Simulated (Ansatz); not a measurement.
`F[SiH2]C1C=NC1` → `FC1C=NC1` + `[SiH2]`  (silylene formation by 1,1-elimination)

Gas-phase electronic energies from Ansatz, PBE0-D4/def2-TZVP geometries. CCSD(T)/CBS is the MP2 limit (def2-TZVPP, def2-QZVPP) plus CCSD(T) − MP2 in def2-TZVPP, frozen cores. This one scheme is used for every species. DFT in def2-TZVPP. Each species was taken in one conformer, which may not be the lowest.

`F[SiH2]C1C=NC1`:

Z-matrix (Å, degrees):
```
C
C 1 1.964
N 1 1.478 2 40.7
C 1 1.560 2 48.6 3 -177.5
H 1 1.091 2 122.9 3 87.3
H 1 1.095 2 127.4 3 -82.0
H 2 1.089 3 126.6 1 179.2
Si 4 1.863 1 114.0 2 115.7
H 4 1.094 1 115.8 2 -113.9
F 8 1.602 4 109.9 1 -165.7
H 8 1.484 4 110.4 1 75.4
H 8 1.483 4 109.7 1 -47.0
```

`FC1C=NC1`:

```xyz
9

F     1.022   -1.612   -0.081
C     0.392   -0.496    0.404
C     0.799    0.842   -0.136
N    -0.346    1.222   -0.564
C    -0.951   -0.099   -0.241
H     0.375   -0.560    1.497
H     1.724    1.415   -0.142
H    -1.831   -0.041    0.403
H    -1.182   -0.671   -1.140
```

`[SiH2]`:

Cartesian coordinates in Å:
```
Si -0.221 -0.199 -0.647
H 1.130 -0.180 0.061
H -0.909 0.379 0.586
```

(1) Is it downhill or uphill in electronic energy at CCSD(T)/CBS, and by how much? (Best estimate.)

(2) What do these levels give: r2SCAN-D4, PBE0, SCS-MP2/def2-TZVPP, CCSD/def2-TZVPP, HF/def2-QZVPP, MP2/def2-QZVPP? (Best estimate.)

Largest T1 diagnostic among the species: 0.014.

Results:

(1) Ansatz gave: Uphill: ΔE = +453.4 kJ/mol.

(2) Computed: r2SCAN-D4 466.4, PBE0 443.5, SCS-MP2/def2-TZVPP 457.1, CCSD/def2-TZVPP 437.1, HF/def2-QZVPP 427.3, MP2/def2-QZVPP 484.4 kJ/mol.

From PBE to PBE0 (25 % exact exchange), in def2-TZVPP and without D4, ΔE moves by +14.2 kJ/mol. The D4 term adds +15.1 kJ/mol with B3LYP and +8.3 kJ/mol with PBE0; it sums over pairs of atoms, weighted by their polarisabilities, and B3LYP, whose exchange is more repulsive, gets the larger term.

B3LYP here is the variant with VWN-RPA as its local correlation; programs differ in this.
